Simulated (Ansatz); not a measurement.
System: sum formula SiHBr$_{3}$, net charge 0, singlet state. SMILES: Br[SiH](Br)Br
Structure (B3LYP-D3(BJ)/def2-TZVP (Ansatz, a program for electronic structure) minimum search):
```
Si
H 1 1.4660
Br 1 2.2131 2 108.94
Br 1 2.2131 2 108.94 3 -120.00
Br 1 2.2131 2 108.94 3 120.00
```

Property: atomisation energy (electronic, to ground-state atoms), in eV. Correlated levels leave the core frozen unless marked. Open shells are spin-unrestricted. No spin-orbit coupling. The frozen core is the preceding noble-gas configuration, with the filled d and f shells of earlier blocks. Non-relativistic. The coupled-cluster limit lacks core correlation, which all-electron functionals hold. CBS marks a two-point X^-3 extrapolation of the correlation energy; Hartree-Fock from the larger set.

```json
[
 {"level": "PBE-D4/def2-TZVPD", "program": "Ansatz + dftd4", "atomisation energy (eV)": "14.40"},
 {"level": "BLYP-D3(BJ)/def2-TZVPD", "program": "Ansatz + dftd3", "atomisation energy (eV)": "?"},
 {"level": "B97M-V/def2-TZVPD", "program": "Ansatz", "atomisation energy (eV)": "?"},
 {"level": "PBE0/STO-3G", "program": "Ansatz", "atomisation energy (eV)": "17.34"},
 {"level": "PBE0/def2-TZVPD", "program": "Ansatz", "atomisation energy (eV)": "14.07"},
 {"level": "CAM-B3LYP-D3(BJ)/def2-TZVPD", "program": "Ansatz + dftd3", "atomisation energy (eV)": "13.86"},
 {"level": "LC-wPBE-D3(BJ)/def2-TZVPD", "program": "Ansatz + dftd3", "atomisation energy (eV)": "14.02"},
 {"level": "B2PLYP/def2-TZVPD", "program": "Ansatz", "atomisation energy (eV)": "?"},
 {"level": "CCSD/def2-TZVPPD", "program": "Ansatz", "atomisation energy (eV)": "13.32"},
 {"level": "CCSD(T)/CBS(def2-TZVPPD,def2-QZVPPD)", "program": "Ansatz", "atomisation energy (eV)": "?"}
]
```

Task: Some entries are withheld; supply them.

Result: 
- BLYP-D3(BJ)/def2-TZVPD, atomisation energy (eV): 13.81
- B97M-V/def2-TZVPD, atomisation energy (eV): 14.21
- B2PLYP/def2-TZVPD, atomisation energy (eV): 13.73
- CCSD(T)/CBS(def2-TZVPPD,def2-QZVPPD), atomisation energy (eV): 14.25
